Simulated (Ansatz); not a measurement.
`F[CH](F)[GeH3]` + `[NH2][GeH2][F]` → `[F][GeH2][NH][GeH3]` + difluoromethane at 400 K and 1 bar (ligand exchange at a Ge–C bond).

Computed with Ansatz on PBE0-D4/def2-TZVP structures; ΔE is electronic, products minus reactants. CCSD(T)/CBS adds triple-zeta CCSD(T) − MP2 to the extrapolated MP2 energy (def2 sets, frozen cores). This one scheme is used for every species. For Ge outer-core shells are correlated without core-valence functions, which leaves a few kJ/mol of doubt a bond. Scalar relativity is left out up to krypton. Each species was taken in one conformer, which may not be the lowest.

```json
{"species": "`F[CH](F)[GeH3]`", "CCSD(T)/CBS energy (Eh)": "-2316.12324", "H − E (kJ/mol)": "145.7", "S (J/(mol·K))": "348.9"}
{"species": "`[NH2][GeH2][F]`", "CCSD(T)/CBS energy (Eh)": "-2233.06137", "H − E (kJ/mol)": "139.7", "S (J/(mol·K))": "319.2"}
{"species": "`[F][GeH2][NH][GeH3]`", "CCSD(T)/CBS energy (Eh)": "-4310.37685", "H − E (kJ/mol)": "186.0", "S (J/(mol·K))": "404.5"}
{"species": "`FCF`", "CCSD(T)/CBS energy (Eh)": "-238.82660", "H − E (kJ/mol)": "101.8", "S (J/(mol·K))": "260.0"}
```

H − E and S are ideal-gas, rigid-rotor, harmonic terms from PBE0-D4/def2-TZVP, for one conformer and one mirror image of each species. 1 Eh = 2625.50 kJ/mol, R = 8.31446 J/(mol·K).

**Question.** By hand: ΔE, ΔH, ΔS and ΔG.

**Answer.** ΔE = (-4310.37685) + (-238.82660) − (-2316.12324) − (-2233.06137) = -0.01884 Eh = -49.5 kJ/mol. Δ(H − E) = 186.0 + 101.8 − 145.7 − 139.7 = 2.4, so ΔH = -47.1 kJ/mol. ΔS = 404.5 + 260.0 − 348.9 − 319.2 = -3.6 J/(mol·K). ΔG = -47.1 − 400 × (-3.6)/1000 = -45.7 kJ/mol.

**Question.** By hand: the equilibrium constant, and the temperature at which ΔG would vanish if ΔH and ΔS stayed fixed.

**Answer.** log₁₀ K = −ΔG/(RT ln 10) = 6.0. ΔG = 0 at ΔH/ΔS = 13083 K, far beyond where these terms or the molecules hold.

The number of gas molecules stays the same, so ΔS is small and ΔH decides. A doubt of 5 kJ/mol in ΔE shifts log₁₀ K by 0.7 here. Other conformers and mirror images would add mixing entropy, several J/(mol·K) or more a flexible species. Modes under 60 cm⁻¹, often nearly free rotors, make the harmonic entropy too high. These are equilibria of isolated gas molecules and say nothing of rates. Largest T1 diagnostic: 0.012 (customary marks: 0.02 for closed shells, 0.045 for open ones).
